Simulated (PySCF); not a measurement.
Unknown: peak-picked proton spectrum

Formula C4H2F6. The spectrum was simulated from the full spin Hamiltonian at 500 MHz with 0.8 Hz Lorentzian lines, from shifts rounded to 0.01 ppm and J to 0.1 Hz, couplings under 1 Hz left out.

Maxima in ppm (height), grouped by integral:
2H: 5.294 (50), 5.292 (86), 5.290 (54), 5.287 (60), 5.285 (96), 5.283 (56), 5.217 (48), 5.215 (82), 5.213 (52), 5.210 (62), 5.208 (100), 5.207 (58), 5.180 (46), 5.176 (90), 5.173 (56), 5.171 (59), 5.169 (81), 5.165 (42), 5.155 (48), 5.151 (94), 5.148 (55), 5.147 (60), 5.144 (77), 5.140 (39)

[PySCF: NMR shieldings at KT3/pcSseg-1/GIAO; B3LYP/pcJ-1 coupling constants (spin–dipole term only in couplings to heteroatoms); PBE0-D3(BJ)/def2-SVP geometry; non-relativistic Hamiltonian; one averaged value for each set of equivalent atoms; gas phase; one conformer]

Chemical shifts δ = σref − σ; $^{1}$H (31.32 ppm) vs TMS, all at this level.

(1) Analyse the multiplets.

(2) What is the compound?

Results:

(1) $^{1}$H NMR (500 MHz, computed): δ 5.25 (ddt, J = 38.3, 3.4, 1.0 Hz, 1H), 5.16 (ddt, J = 12.2, 3.4, 2.1 Hz, 1H). These are first-order names from the parameters used; overlap and second-order distortion can hide them in the list.

(2) `C(=C)(F)C(F)(F)C(F)(F)F`.

Structure with atom numbers: `[CH2:1]=[C:2]([F:3])[C:4]([F:5])([F:6])[C:7]([F:8])([F:9])[F:10]`; H(Xn) means a hydrogen on atom n. Ha(C1) is cis to F3; Hb(C1) is trans to F3.

1. δ 5.25: Hb(C1), hydrogen on a terminal =CH2 carbon, coupled to F3 (38.3 Hz), Ha(C1) (3.4 Hz), F5/F6 (1.0 Hz).
2. δ 5.16: Ha(C1), hydrogen on a terminal =CH2 carbon, coupled to F3 (12.2 Hz), Hb(C1) (3.4 Hz), F5/F6 (2.1 Hz).

This is the structure that produced the data.

Splittings below 1 Hz are ignored in the labels, and close J values are merged.
